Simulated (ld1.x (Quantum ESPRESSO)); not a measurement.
The numbers below are computed, except where a source is named.
# Potentials for Ni compared

Generated with ld1.x 7.5 (TM, RRKJ, ultrasoft, PAW), atompaw 4.2 or ONCVPSP 4.0.1. The cutoff is in Ry: for ld1.x and atompaw files where the sum of valence levels is converged to 10 mRy in a Bessel basis, for ONCV files where the hardest occupied wave has 1 mHa per electron of residual kinetic energy. The error is the largest all-electron minus pseudo excitation energy over each file’s own four to seven test configurations (ionisations up to +4, promotions, holes and added fractions of an electron), all of which were solved. The labels leave out finer settings (local radius, basis sizes, second energies), which also bear on the numbers. Spin-polarised tests are not counted. The rows are a selection from randomly drawn settings: files with unsolved tests, undetermined cutoffs or missed reference levels are left out.

A true bound ghost makes a file unfit for plane-wave use even where its test errors are small: the radial tests pick states by their node count and pass the ghost by.

| potential | cutoff (Ry) | largest error (meV) | bound ghosts |
| --- | --- | --- | --- |
| TM, PBE, non-relativistic, rc 1.95/0.70/1.50 (spd), local smoothed, core correction yes, reference 3p6 3d8.5 4s1.5 4p0 | 180 | -414 | s |
| PAW, revPBE, scalar-relativistic, rc 2.20/2.20/1.25 (spd), local smoothed, core correction yes, reference 3d8 4s2 4p0 | 70 | -214 | none |
| ultrasoft, PBEsol, scalar-relativistic, rc 2.10/3.85/1.40 (spd), local smoothed, core correction yes, reference 3d8 4s1.75 4p0.25 | 55 | -413 | none |
| RRKJ, PBEsol, scalar-relativistic, rc 1.60/3.50/1.40 (spd), local s, core correction yes, reference 3d8 4s2 4p0 | 90 | -425 | none |

**Question.** Fill in the row for Ni: TM semilocal, LDA (PZ), scalar-relativistic, rc 2.45/2.95/1.15 (spd), local d, core correction yes, reference 3d8 4s1.5 4p0.5.

**Answer.** cutoff 180 Ry, largest error -1073 meV, bound ghosts: none.
